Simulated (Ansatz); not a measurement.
Born–Oppenheimer molecular dynamics of H₁₂OSi₅ (18 atoms, charge 0, multiplicity 1). It starts from a relaxed structure.

Level of theory: RKS revPBE-D4/STO-3G in Ansatz 0.2.0.

```yaml
ensemble: NVT, Langevin thermostat
time_step: 0.5 fs
steps_asked: 166
set_temperature: 300 K
friction: 0.01 /fs
seed: 741484
```

First frame:

```xyz
18
Properties=species:S:1:pos:R:3
Si 0.011 -0.108 0.069
O 0.099 -0.287 1.806
Si -1.449 -0.330 2.571
H -2.275 -1.442 2.093
H -1.192 -0.495 3.997
H -2.209 0.905 2.354
Si 2.183 -0.093 -0.587
H 2.862 -1.336 -0.243
H 2.267 0.068 -2.034
H 2.923 1.006 0.022
Si -0.985 1.841 -0.571
H -2.440 1.770 -0.504
H -0.559 2.968 0.251
H -0.629 2.146 -1.952
Si -1.067 -1.847 -0.941
H -0.724 -3.129 -0.335
H -2.518 -1.706 -0.888
H -0.689 -1.911 -2.348
```

**Question.** How far do the bonds stretch over the last three quarters of this one trajectory? (Pairs bonded in most of those frames.)

**Answer.** 
```
    bond  mean (Å)  spread (Å)  shortest  longest
  Si1–O2     1.749       0.015      1.73     1.78
 Si1–Si7     2.255       0.044      2.18     2.31
Si1–Si11     2.283       0.027      2.24     2.33
Si1–Si15     2.264       0.017      2.24     2.29
  O2–Si3     1.727       0.026      1.69     1.77
  Si3–H4     1.470       0.021      1.43     1.51
  Si3–H5     1.461       0.017      1.43     1.50
  Si3–H6     1.468       0.007      1.45     1.49
  Si7–H8     1.463       0.032      1.41     1.52
  Si7–H9     1.462       0.016      1.43     1.50
 Si7–H10     1.461       0.015      1.43     1.50
Si11–H12     1.462       0.031      1.41     1.52
Si11–H13     1.461       0.011      1.44     1.49
Si11–H14     1.461       0.025      1.42     1.51
Si15–H16     1.460       0.026      1.42     1.50
Si15–H17     1.465       0.047      1.39     1.54
Si15–H18     1.458       0.006      1.45     1.47
```

Mean temperature of the second half: 222 K. The mean temperature of the second half is 26 % below the set value. A run of 0.083 ps of so small a system gives no equilibrium averages. Limits of this set-up: minimal basis.

Time of the run: 8.1 min on 2 threads of Arm Neoverse V1, with other jobs on the host, peak memory 0.12 GiB.
